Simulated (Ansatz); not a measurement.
Relaxation of Zn2SF2 with RKS PBE0-D4/def2-SVP.

```sh
$ ansatz run in.yaml --threads 4 --pin off --events-out ev --progress --plain --max-ram 3916MiB
```

```yaml
crystal:
  periodic: [false, false, false]
  atoms:
    - {symbol: Zn, position_ang: [-1.398470, -0.957670, 0.222050]}
    - {symbol: Zn, position_ang: [1.410540, 0.889920, -0.393870]}
    - {symbol: S, position_ang: [0.145610, 0.166160, 1.151230]}
    - {symbol: F, position_ang: [-2.809400, -1.884910, 0.132080]}
    - {symbol: F, position_ang: [2.651720, 1.786500, -1.111490]}
basis:
  gaussian: {orbitals: def2-SVP}
hamiltonian: {xc: pbe0, dispersion: d4}
scf: {omitted_lower_state_checks: [starts]}
output: {orbitals: {seedname: orbitals}}
relax: {f_tol: 0.02, max_steps: 100}
```

It took 7 s on 4 threads of Intel Xeon 6975P-C on a shared host.

Positions (Å) and forces (eV/Å) at steps 1, 2, 3, 4, 6 of 6:

```xyz
5
step=1 energy=-113067.8271 eV
Zn   -1.398   -0.958    0.222    0.973    0.687    0.377
Zn    1.411    0.890   -0.394   -0.831   -0.500    0.777
S     0.146    0.166    1.151    0.061   -0.003    0.187
F    -2.809   -1.885    0.132   -1.306   -0.901   -0.398
F     2.652    1.786   -1.111    1.102    0.718   -0.942
5
step=2 energy=-113068.0446 eV
Zn   -1.401   -0.954    0.354   -0.142   -0.055    0.018
Zn    1.438    0.932   -0.278    0.052    0.103   -0.025
S     0.170    0.174    1.273    0.043   -0.005    0.152
F    -2.813   -1.893   -0.060    0.122    0.052   -0.091
F     2.607    1.741   -1.288   -0.075   -0.094   -0.055
5
step=3 energy=-113068.0684 eV
Zn   -1.374   -0.928    0.438   -0.508   -0.322   -0.366
Zn    1.420    0.945   -0.193    0.313    0.222   -0.521
S     0.194    0.182    1.399    0.036    0.011    0.164
F    -2.733   -1.847   -0.232    0.582    0.379    0.261
F     2.493    1.648   -1.412   -0.423   -0.290    0.461
5
step=4 energy=-113068.1139 eV
Zn   -1.306   -0.875    0.442   -0.267   -0.169   -0.160
Zn    1.351    0.903   -0.159    0.178    0.128   -0.245
S     0.214    0.195    1.525    0.008   -0.006    0.007
F    -2.599   -1.764   -0.347    0.294    0.193    0.149
F     2.339    1.540   -1.462   -0.213   -0.146    0.249
5
step=6 energy=-113068.1243 eV
Zn   -1.271   -0.846    0.457    0.001    0.001    0.002
Zn    1.318    0.887   -0.128    0.001    0.001    0.001
S     0.226    0.200    1.594   -0.001   -0.001   -0.005
F    -2.502   -1.704   -0.427    0.001    0.000    0.000
F     2.229    1.462   -1.496   -0.002   -0.001    0.002
```

The structure comes from a short search, and lower isomers may exist.
